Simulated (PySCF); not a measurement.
A structure optimised at PBE-D3(BJ)/def2-SVP, used in a PySCF frequency run:

```
Nb
O 1 1.7211
O 1 1.7211 2 105.78
Br 1 2.4877 2 112.16 3 -122.57
```
Charge 0, spin multiplicity 1.

Question: Write its SMILES, formula and point group.

Answer: [O]=[Nb](=[O])[Br], BrNbO₂, Cs

Question: What are its rotational constants (standard atomic weights)?

Answer: 6.8800, 1.3622, 1.2087 GHz
